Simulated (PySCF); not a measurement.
SbBr and its ions

PBE0; PySCF, scalar-relativistic core potentials, basis sets Sb def2-SVP with ECP28, Br def2-SVP. Neutral (UKS): triplet (π ↑↑), Re = 2.512 Å, ωe = 261 cm⁻¹, De = 2.74 eV, HOMO -6.32 eV, LUMO -2.96 eV.

SbBr⁺ (UKS): doublet (π ↑), Re = 2.404 Å, ωe = 313 cm⁻¹, De = 3.29 eV to Sb⁺ + Br. The energies at the minima are -2813.81802 hartree for SbBr and -2813.50585 for SbBr⁺.

(1) Work out the adiabatic ionisation energy, without and with harmonic zero-point energies (1 hartree = 27.2114 eV, 1 eV = 8065.5 cm⁻¹), and the change of the bond length.

These are scalar-relativistic numbers at best; spin–orbit coupling would shift them, the dissociation energy most. For an ion De counts to the pair picked by the measured ionisation energies or electron affinities, which need not be the lowest pair at this level. States were picked by a PBE0 search and need not be the measured ground states.

Results:

(1) At PBE0: 0.31217 hartree = 8.495 eV between the minima; the zero-point term (313.0 − 261.0)/2 cm⁻¹ = +0.003 eV makes it 8.498 eV. Re changes by -10.8 pm against the neutral. The electron leaves a π orbital, and the shorter bond of the ion fits an antibonding orbital, or a change in how ionic the bond is.
